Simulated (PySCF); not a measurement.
PySCF input for C₃H₇FOSi, SMILES C=CC[Si@H](O)F, PBE/pcSseg-1. The structure is a stationary point at ωB97X-D3(BJ)/def2-SVP. The structure was generated by enumeration; whether it is a known compound was not checked. One conformer was computed; it need not be the lowest.

```python
import numpy as np
from pyscf import gto, scf, dft
from pyscf.prop.nmr import rks as nmr

mol = gto.M(
    atom='''
    C    -2.58041831    0.23434283    0.15691863
    C    -1.77814784   -0.80975263    0.37950604
    C    -0.37812804   -0.71051812    0.93396226
    Si    0.78074572   -0.09638777   -0.38488917
    O     2.32023377   -0.14742712    0.22146262
    F     0.39219983    1.45166778   -0.72195084
    H    -2.26859514    1.25674610    0.39784969
    H    -3.57688325    0.10272056   -0.27479143
    H    -2.12611624   -1.81256160    0.10167088
    H    -0.02051733   -1.67806613    1.31945774
    H    -0.32601978    0.01031728    1.76771632
    H     0.67191498   -0.83023946   -1.67154173
    H     3.04427311    0.13048654   -0.34837790
    ''',
    basis='pcSseg-1',
    charge=0,
    spin=0,
    max_memory=1600,
    verbose=3,
)
mf = dft.RKS(mol, xc='pbe')
mf.grids.level = 3
mf.conv_tol = 1e-10
mf.max_cycle = 100
mf.kernel()
n = nmr.NMR(mf)
n.verbose = 2
n.max_cycle_cphf = 60
sigma = n.kernel()
print('atom   isotropic/ppm   span/ppm')
for i, s in enumerate(sigma):
    w = np.linalg.eigvalsh((s + s.T) / 2)
    print(f'{mol.atom_symbol(i):2s}{i + 1:3d} {w.mean():14.3f} {w[2] - w[0]:11.3f}')
```

Output:

```
converged SCF energy = -582.659766299225
atom   isotropic/ppm   span/ppm
C   1         54.237     210.846
C   2         44.309     223.278
C   3        157.399      37.540
Si  4        348.107      50.088
O   5        261.351      70.515
F   6        319.896     109.108
H   7         25.655       7.936
H   8         25.705       6.150
H   9         25.296       4.238
H  10         29.534       8.891
H  11         29.167       7.960
H  12         26.158       8.375
H  13         29.047      19.441
```

The run converged.
